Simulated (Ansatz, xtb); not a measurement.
Molecule: SnH3, net charge 0, doublet state. 
Structure (B3LYP-D3(BJ)/def2-TZVP (Ansatz, an electronic-structure program) minimum search):
```
Sn
H 1 1.7237
H 1 1.7237 2 109.12
H 1 1.7237 2 109.12 3 119.15
```
Charge 0, spin multiplicity 2.

Harmonic wavenumbers from GFN2-xTB (xtb, at its own minimum), cm⁻¹: 588, 588, 648, 974, 1345, 1345.

Question: Give the harmonic wavenumbers at B3LYP-D3(BJ)/def2-TZVP (Ansatz, finite differences of forces, unscaled).

Answer: 648, 696, 696, 1827, 1871, 1871 cm⁻¹. Zero-point energy 10.9 kcal/mol.

Question: From these and the geometry, give the ideal-gas thermochemistry at 298.15 K and 1 atm (rigid rotor, harmonic oscillator).

Answer: Point group C3v, rotational symmetry number 3. Rotational constants 101.4, 101.4, 63.55 GHz. S(trans) 40.30, S(rot) 14.67, S(vib) 1.00, S(elec, spin only) 1.38, S 57.4 cal/(mol K). H(298) - H(0) 2.60 kcal/mol; G - E(el) -3.6 kcal/mol.
